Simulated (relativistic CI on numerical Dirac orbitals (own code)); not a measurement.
## Crystal-field levels of Nb+, 4d4

Calculated by Dirac-Coulomb-Breit CI, KLI orbitals optimised for each configuration, QED by a radiative potential, valence Slater integrals scaled by 0.85, one configuration in a parametric crystal field (own radial code).

Field parameters in Wybourne normalisation: Td as Oh with Dq negative (B⁴₀ = 21Dq, B⁴₄ = √(5/14) B⁴₀). The field is a parameter set, without covalency.

S and J are read from ⟨S²⟩ = S(S + 1) and ⟨J²⟩ = J(J + 1) of each level; they are not fictitious spins.

Td, 10Dq = -1550 cm⁻¹, the lowest 16 levels:

```tsv
E (cm⁻¹)	Degeneracy	Irrep	S	J
0.0	1	A1	1.99	1.40
74.2	3	T1	2.00	1.83
152	3	T2	2.00	2.27
386	2	E	2.00	2.84
443	3	T1	2.00	3.13
643	3	T2	2.00	3.64
1924	1	A2	2.00	3.00
1959	3	T2	2.00	3.23
1990	2	E	2.00	3.42
2012	3	T1	2.00	3.52
2033	1	A1	2.00	3.61
9514	1	A1	0.99	3.52
9858	3	T1	1.00	4.03
10019	2	E	1.00	4.34
10122	3	T2	1.00	4.82
10522	3	T1	0.99	4.68
```

Td, 10Dq = -2750 cm⁻¹, the lowest 16 levels:

```tsv
E (cm⁻¹)	Degeneracy	Irrep	S	J
0.0	1	A1	1.99	1.78
56.1	3	T1	2.00	2.05
109	3	T2	2.00	2.31
372	2	E	2.00	3.03
406	3	T1	2.00	3.18
609	3	T2	2.00	3.70
3074	1	A2	2.00	3.00
3090	3	T2	2.00	3.13
3106	2	E	2.00	3.25
3119	3	T1	2.00	3.33
3131	1	A1	2.00	3.41
8465	1	A1	0.97	3.56
8876	3	T1	1.00	3.91
9080	2	E	1.00	4.28
9148	3	T2	1.00	4.51
10141	3	T1	0.99	4.59
```

Td, 10Dq = -4000 cm⁻¹, the lowest 16 levels:

| E (cm⁻¹) | Degeneracy | Irrep | S | J |
| --- | --- | --- | --- | --- |
| 0.0 | 1 | A1 | 1.99 | 1.96 |
| 48.1 | 3 | T1 | 2.00 | 2.15 |
| 91.7 | 3 | T2 | 2.00 | 2.33 |
| 366 | 2 | E | 2.00 | 3.11 |
| 393 | 3 | T1 | 2.00 | 3.21 |
| 596 | 3 | T2 | 2.00 | 3.73 |
| 4302 | 1 | A2 | 2.00 | 3.00 |
| 4311 | 3 | T2 | 2.00 | 3.09 |
| 4320 | 2 | E | 2.00 | 3.17 |
| 4327 | 3 | T1 | 2.00 | 3.24 |
| 4334 | 1 | A1 | 1.99 | 3.31 |
| 7279 | 1 | A1 | 0.93 | 3.66 |
| 7785 | 3 | T1 | 1.01 | 3.85 |
| 8002 | 2 | E | 1.00 | 4.19 |
| 8059 | 3 | T2 | 1.00 | 4.34 |
| 9497 | 1 | A2 | 1.00 | 4.61 |

The free-ion ground term has S = 2. Every field shown keeps that spin.

Levels of this model without a field, named by their leading LS term: 5D_0 0, 5D_1 118, 5D_2 341, 5D_3 654, 5D_4 1041, 3H_4 10691, 3H_5 10961, 3P_0 11148 cm⁻¹.
